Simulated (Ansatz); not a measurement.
## Ligand exchange: CBr2ClF + CH6F2Si2 → CHBr2Cl + SiH2(CH3)(SiF3)

Species: CBr2ClF (dibromochlorofluoromethane) `FC(Cl)(Br)Br`, singlet; CH6F2Si2 `C[SiH2][SiH](F)F`, singlet; CHBr2Cl (chlorodibromomethane) `ClC(Br)Br`, singlet; SiH2(CH3)(SiF3), singlet. The partners trade F for H: C–F and Si–H bonds give way to C–H and Si–F.

Shapes, held fixed at every level: PBE0-D4/def2-TZVP. Flexible molecules stand in one conformer, not always the lowest. Programs: Ansatz 0.2.0. The zero-point and thermal change to 298 K, harmonic and unscaled (PBE0-D4/def2-TZVP), is +9.1 kJ/mol.

```
                level                    kind  ΔH(298 K) (kJ/mol)  less CCSD(T)/def2-TZVPP  CPU time (sum over the molecules)
  B3LYP-D4/def2-TZVPP           global hybrid              -235.0                     +9.6                               79 s
   PBE0-D4/def2-TZVPP           global hybrid              -231.1                    +13.5                               49 s
r2SCAN0-D4/def2-TZVPP           global hybrid              -240.5                     +4.1                               78 s
   wB97M-V/def2-TZVPP  range-separated hybrid              -235.4                     +9.2                            2.9 min
   wB97X-V/def2-TZVPP  range-separated hybrid              -231.8                    +12.8                            2.1 min
       MP2/def2-TZVPP     perturbation theory              -252.1                     -7.5                                  –
        CCSD/def2-SVP   coupled cluster or CI              -216.8                    +27.8                                  –
   CCSD(T)/def2-TZVPP   coupled cluster or CI              -244.6                      0.0                             34 min
```

The highest level, CCSD(T)/def2-TZVPP, gives ΔH(298 K) = -244.6 kJ/mol; the levels span -252.1 to -216.8. The column of differences is taken from that level and isn't an error. No measured value is set beside it here. Relativity is left out for Br. Outer-core shells of Br are correlated, in sets that cover them unevenly. Times are processor times on shared x86 and Arm servers, and rough.
